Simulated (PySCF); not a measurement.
## K (potassium, neutral) across methods

[Ar] 3d1, 2D determinant (an excited configuration). Calculation: PySCF 2.14, in x2c-QZVPPall (11s7p4d3f, 73 functions); the spin-free X2C one-electron Hamiltonian (Gaussian nucleus).

```tsv
method	E (hartree)	mean ε 3p α (eV)	mean ε 3p β (eV)	mean ε 3d α (eV)	Σ⟨r²⟩ (bohr²)	⟨S²⟩
wB97X-V	-602.054	-24.397	-24.323	-1.556	65.52	0.750
UHF	-601.36557	-27.242	-27.190	-1.347	70.58	0.750
LDA	-600.395	-19.551	-19.458	-0.502	62.76	0.750
r2SCAN	-602.108	-20.366	-20.280	-0.525	65.82	0.750
TPSS	-602.166	-19.959	-19.874	-0.574	66.10	0.750
PBE	-601.938	-19.673	-19.584	-0.640	65.00	0.750
PBE0	-601.976	-21.852	-21.764	-0.895	66.18	0.750
```

Q: Estimate the same row for r2SCANh.

A: E (hartree) = -602.105; mean ε 3p α (eV) = -21.119; mean ε 3p β (eV) = -21.033; mean ε 3d α (eV) = -0.624; Σ⟨r²⟩ (bohr²) = 65.93; ⟨S²⟩ = 0.750.
